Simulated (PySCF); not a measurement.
ClH6NOSi2, SMILES [SiH2](Cl)O[SiH2]N. Geometry: PBE-D3(BJ)/def2-SVP. This is a generated structure with no PubChem entry under its InChIKey; it may be hypothetical. The values are those of a single conformer.

Computed equilibrium geometry at PBE-D3(BJ)/def2-SVP (PySCF confirms it by a frequency run) as Cartesian coordinates in Å (one conformer of several):
```xyz
11

Si     1.0102    -0.6624     0.8212
Cl     1.5579    -0.6046    -1.2003
O     -0.0824     0.5400     1.1496
Si    -1.4417     1.1007     0.2904
N     -2.1050    -0.0442    -0.8231
H      2.2398    -0.4298     1.6381
H      0.4308    -2.0228     1.0684
H     -1.0058     2.3101    -0.4760
H     -2.4813     1.4081     1.3218
H     -1.5725    -0.3001    -1.6587
H     -2.6606    -0.8339    -0.4874
```
